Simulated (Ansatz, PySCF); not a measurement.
This Ansatz (a quantum-chemistry and plane-wave program) input computes a r2SCAN/def2-TZVPD energy:

Ansatz 0.2 input:
```yaml
crystal:
  periodic: [false, false, false]
  atoms:
    - {symbol: B, position_ang: [-0.01632837, 0.70064774, -0.02212668]}
    - {symbol: Cl, position_ang: [1.51843406, -0.12274083, 0.01539562]}
    - {symbol: Cl, position_ang: [-1.51105255, -0.19399853, -0.00539289]}
    - {symbol: H, position_ang: [-0.04384379, 1.88133042, -0.05941303]}
basis:
  gaussian:
    orbitals: def2-TZVPD
hamiltonian:
  xc: {name: r2SCAN}
output: {forces: true}
```

### Question
Write an input for the same energy in PySCF and say what it gives.

### Answer

```python
from pyscf import gto, scf, dft

mol = gto.M(
    atom='''
    B    -0.01632837    0.70064774   -0.02212668
    Cl    1.51843406   -0.12274083    0.01539562
    Cl   -1.51105255   -0.19399853   -0.00539289
    H    -0.04384379    1.88133042   -0.05941303
    ''',
    basis='def2-tzvpd',
    charge=0,
    spin=0,
    verbose=4,
)

mf = dft.RKS(mol, xc='r2scan').density_fit(auxbasis='def2-universal-jkfit')
mf.grids.level = 4
mf.conv_tol = 1e-9
mf.max_cycle = 100
mf.max_memory = 1500
mf.kernel()
if not mf.converged:
    mf = mf.newton()
    mf.kernel(mf.make_rdm1())
mf.analyze()
```
It gives -945.88062 Eh, and Ansatz -945.88062 Eh, a difference of 0.00 mEh.
